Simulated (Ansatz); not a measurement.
## Two structures, one formula

The two ends of one reaction step of Al2NH7O4F, doublet (PBE0-D4/def2-TZVP).

A:

```
15
angstrom
Al -0.9537 -0.8375 -0.4617
O 0.3913 -0.4243 -1.4461
Al -0.0990 1.2558 -1.7003
O -1.8397 0.5915 -1.1154
O 0.1889 2.2041 -0.2454
F -1.7685 -2.2556 -0.2452
H 0.5976 -0.6889 1.4082
N -0.3210 -0.2352 1.2957
H 1.7147 -0.9131 -0.4345
O 2.1576 -1.1747 0.4098
H -2.5279 1.1364 -0.7347
H 0.8144 2.9272 -0.2466
H -0.8816 -0.3787 2.1267
H -0.1251 0.7675 1.1636
H 2.6520 -1.9747 0.2254
```

B:

```xyz
15
angstrom
Al -1.0484 -0.7004 -0.1316
O 0.3816 -0.2709 -1.1555
Al -0.1812 1.3594 -1.7945
O -1.7038 0.8519 -0.8136
O 0.6270 2.6120 -0.9510
F -1.9470 -2.0103 -0.5973
H 1.3344 -1.0541 1.2037
N -0.5117 -0.7390 1.5957
H 1.2480 -0.4674 -0.7283
O 2.1563 -0.9970 0.6601
H -2.6036 1.1558 -0.9174
H 0.9818 3.3736 -1.4055
H -0.9467 -1.3948 2.2288
H -0.3750 0.1326 2.0899
H 2.5883 -1.8516 0.7163
```

Computed with Ansatz 0.2.0 (basis: def2-TZVPP); correlated methods freeze the cores; orbitals are unrestricted. B3LYP uses VWN-RPA correlation.

(1) Which structure is lower at CCSD(T), and by how much? (Judge from chemistry; the value comes from the calculation.)

(2) Do the other methods give the same order? (A judgement: the text doesn't fix the answer.)

The T1 diagnostic stays at or below 0.013. ⟨S²⟩ of the unrestricted Hartree–Fock references: 0.75 (a pure state has 0.75).

Answers

(1) Computed: A, by 0.057 eV (electronic energy, against the other). By their contacts, A is a complex of Al₂NH₅O₃F ([NH3][Al]12([F])[O][Al]1([OH])[OH]2) + H₂O and B is a complex of Al₂NH₅O₃F ([NH2][Al]1([F])[OH][Al]([OH])[OH]1) + H₂O.

(2) By the calculation: Not all: HF gives the other order.

```csv
method,E(B) − E(A) (eV)
SPW92,0.149
PBE-D4,0.105
BLYP-D4,0.086
r2SCAN-D4,0.080
B97M-V,0.070
PBE0-D4,0.064
B3LYP-D4,0.049
r2SCAN0-D4,0.047
BHLYP-D4,0.011
CAM-B3LYP-D4,0.038
wB97X-V,0.067
wB97M-V,0.075
B2PLYP,0.035
PBE-QIDH,0.057
RPA on PBE,0.047
HF,-0.122
MP2,0.079
CCSD,0.022
CCSD(T),0.057
```

Labels in which every atom is bracketed show which atoms are joined, not bond orders.

For scale, one of the runs: CCSD(T)/def2-TZVPP, 368 basis functions, launched by `ansatz run in.yaml --threads 4 --pin off --events-out ev --progress --plain --max-ram 46080MiB --backend cuda --devices 0, --max-vram 37GiB`. Hardware: 4 CPU threads of an AMD EPYC 7R13 and a share of one NVIDIA H100, shared host. Wall time 45 s; peak host memory 1.6 GiB.
